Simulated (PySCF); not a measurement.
SMILES C[Si](C)(C)[Se] (C3H9SeSi), doublet, B3LYP/def2-SVP optimised geometry.

```
14

C     -0.91    -1.60     1.50
Si    -0.26    -0.66     0.00
C      1.63    -0.66     0.00
C     -0.93     1.11     0.00
Se    -0.95    -1.65    -1.97
H     -0.58    -1.12     2.44
H     -2.01    -1.63     1.51
H     -0.55    -2.64     1.50
H      2.03    -0.10    -0.86
H      2.00    -0.18     0.92
H      2.03    -1.68    -0.03
H     -0.62     1.63     0.92
H     -2.03     1.12    -0.03
H     -0.56     1.68    -0.86
```

Density from unrestricted B3LYP/def2-TZVP (PySCF) at that geometry.

Minimum of the electron density along straight lines between bonded atoms, close to the bond critical point (lines longer than 1.1 times the sum of covalent radii, or with two minima, are not listed):

```
bond     length / Å  ρ at the minimum / e bohr⁻³  ∇²ρ there / e bohr⁻⁵  position (fraction from the first atom)
-------  ----------  ---------------------------  --------------------  ---------------------------------------
C1–Si2        1.888                        0.121                  0.15                                     0.61
Si2–C3        1.891                        0.120                  0.15                                     0.39
Si2–C4        1.892                        0.120                  0.15                                     0.39
Si2–Se5       2.316                            ?                     ?                                     0.35
C1–H6         1.104                        0.265                 -0.86                                     0.64
C1–H7         1.102                        0.268                 -0.88                                     0.64
C1–H8         1.102                        0.267                 -0.88                                     0.64
C3–H9         1.101                        0.269                 -0.88                                     0.64
C3–H10        1.104                        0.265                 -0.86                                     0.64
C3–H11        1.102                        0.268                 -0.88                                     0.64
C4–H12        1.104                        0.265                 -0.86                                     0.64
C4–H13        1.102                        0.268                 -0.88                                     0.64
C4–H14        1.101                        0.269                 -0.88                                     0.64
```

**Question.** Complete the blanks.

**Answer.** 
- Si2–Se5, ρ at the minimum / e bohr⁻³: 0.087
- Si2–Se5, ∇²ρ there / e bohr⁻⁵: -0.03
